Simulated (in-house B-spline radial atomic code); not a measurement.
Values are calculated unless marked as measured or tabulated.
## Building a PAW d channel for V, r_c = 1.93 bohr

V, [Ar] 3d3 4s2, non-relativistic LDA (VWN5), spherical and spin-unpolarised, from an all-electron radial atomic-structure program (B-spline basis) (atomic units; all potentials screened as in the neutral atom).

Two all-electron partial waves φ1, φ2 are integrated outwards at E1 = ε(3d) = -0.204634 and E2 = E1 + 1 hartree; φ1 is the bound orbital and φ2 has unit norm inside r_c = 1.9308 bohr. Smooth partners are polynomials, r^3(a0 + a1 r² + a2 r⁴ + a3 r⁶), matched to φ and three derivatives at r_c, with no condition on the norm. The local potential is -6.33611 + (4.03321) r² + (-1.09392) r⁴ + (0.110016) r⁶ inside 1.5808 bohr and the all-electron one outside.

```tsv
wave	φ(r_c)	φ'(r_c)	a0	a1	a2	a3
1	0.5166085	-0.3092973	0.7092449	-0.3749318	0.07427072	-0.005248635
2	0.871582	1.689509	-0.6042358	0.4879758	-0.1084602	0.00798124
```

Inside r_c the overlaps are <φi φj> = [[0.78477, -0.57120], [-0.57120, 1.00000]] and, for the smooth waves, [[0.32224, 0.07063], [0.07063, 0.14785]]. With χj = (Ej − T − V_local) applied to smooth wave j, the program's quadrature gives the matrix B_ij = <smooth i, χj> as [[-0.28676, 0.60790], [-0.03393, 0.00242]].

(1) Check the match of the first wave, and find the augmentation charges q_ij.

(2) B isn't symmetric. Show that D_ij = B_ij + Ej q_ij is.

Solving (T + V_local + Σ p D p) ψ = E (1 + Σ p q p) ψ in a sphere of 9 bohr gives these levels:

```tsv
all-electron	one projector	two projectors
-0.204615	-0.204614	-0.204614
0.101903	0.105636	0.101925
0.371646	0.392147	0.371695
0.782410	0.844389	0.782410
1.326130	1.461810	1.326740
```

(3) What does the second projector gain?

## Answers

(1) At r_c the four terms are 5.10515, -10.06094, 7.42983, -1.95741, which sum to 0.5166, φ1(r_c) to rounding. q_ij is the all-electron overlap less the smooth one: [[0.46253, -0.64183], [-0.64183, 0.85215]]. The smooth first wave has a norm of 0.3222 inside r_c against 0.7848, and q11 > 0 puts back the missing charge.

(2) Integrating by parts gives B12 − B21 = (E1 − E2) q12: 0.60790 − (-0.03393) = 0.64183, and −1 × (-0.64183) = 0.64183. So D12 = 0.60790 + (0.795366)(-0.64183) = 0.09741 and D21 = -0.03393 + (-0.204634)(-0.64183) = 0.09741; D11 = -0.38141, D22 = 0.68019. The projectors, p = (B⁻¹)ᵀ χ, are dual to the smooth waves; det B = 0.02.

(3) With one projector the errors are 0.00, +3.73, +20.50, +61.98, +135.68 millihartree. With two the errors are 0.00, +0.02, +0.05, 0.00, +0.61 millihartree. The scattering is exact at E1 and at E2 = 0.795, and over all levels compared the largest error is 0.61 millihartree. The lowest eigenvalue of the overlap operator is 1 with one and 0.9255 with two projectors. The smooth orbital alone needs a cutoff of 15.5 hartree for 1 millihartree of kinetic energy, against 30.4 for a norm-conserving Troullier-Martins orbital of the same radius; part of the gain comes from giving up the norm, part from the simpler form.
